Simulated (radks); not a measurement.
Problem. I2+, 51 electrons, occupied as [Kr] 4d10 5s2 5p3. Method: scalar-relativistic Kohn-Sham, PBEsol, spin-polarised, spherical densities, finite nucleus; open shells are filled with parallel spins first (spin-orbit coupling, left out, can overturn this in heavy ions); Fermi nuclear charge, rms radius 4.75 fm; computed with a radial shooting solver on a logarithmic mesh with Libxc functionals. Some entries of the table are withheld. Estimate them.

orbital  occ.  eigenvalue (hartree)  <r> (bohr)  <r^2> (bohr^2)
1s up       1             -1212.236     0.02723        0.001005
1s down     1             -1212.232     0.02723        0.001005
2s up       1             -187.9421      0.1172         0.01620
2s down     1             -187.9400      0.1172         0.01620
2p up       3             -168.7994      0.1025         0.01283
2p down     3             -168.7958      0.1025         0.01283
3s up       1             -38.52231      0.3143          0.1129
3s down     1             -38.51849      0.3143          0.1129
3p up       3             -32.31844      0.3123          0.1131
3p down     3             -32.31413      0.3123          0.1131
3d up       5             -23.01746      0.2887         0.09864
3d down     5             -23.01339      0.2887         0.09862
4s up       1              -7.37489      0.7400          0.6188
4s down     1              -7.36629      0.7398          0.6183
4p up       3              -5.42912      0.7922             (1)
4p down     3              -5.41989      0.7914             (2)
4d up       5              -2.59325      0.9216             (3)
4d down     5              -2.57779      0.9158             (4)
5s up       1              -1.36060       1.876             (5)
5s down     1              -1.26848       1.864             (6)
5p up       3              -0.93743       2.192           5.413
5p down     0              -0.83995       2.210           5.537

Solution. 
(1) 4p up <r^2> (bohr^2): 0.7153
(2) 4p down <r^2> (bohr^2): 0.7134
(3) 4d up <r^2> (bohr^2): 0.9946
(4) 4d down <r^2> (bohr^2): 0.9798
(5) 5s up <r^2> (bohr^2): 3.950
(6) 5s down <r^2> (bohr^2): 3.912
